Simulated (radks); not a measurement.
Question: Br, configuration [Ar] 3d10 4s2 4p5. All-electron calculation, scalar-relativistic Kohn-Sham, r2SCAN, spin-unpolarised, spherical densities, finite nucleus; meta-GGA in the generalised Kohn-Sham scheme; Fermi nuclear charge, rms radius 4.1629 fm. Program: a radial shooting solver on a logarithmic mesh with Libxc functionals. Some entries of the table are withheld. Estimate them.

orbital,occ.,eigenvalue (eV),<r> (bohr)
1s,2,(1),(2)
2s,2,-1747.060,0.1893
2p,6,-1538.726,0.1654
3s,2,-244.2316,0.5502
3p,6,-177.6422,0.5633
3d,10,(3),0.5901
4s,2,-20.9036,1.687
4p,5,-8.1790,(4)

Answer: 
(1) 1s eigenvalue (eV): -13352.70
(2) 1s <r> (bohr): 0.04275
(3) 3d eigenvalue (eV): -67.9918
(4) 4p <r> (bohr): 2.092
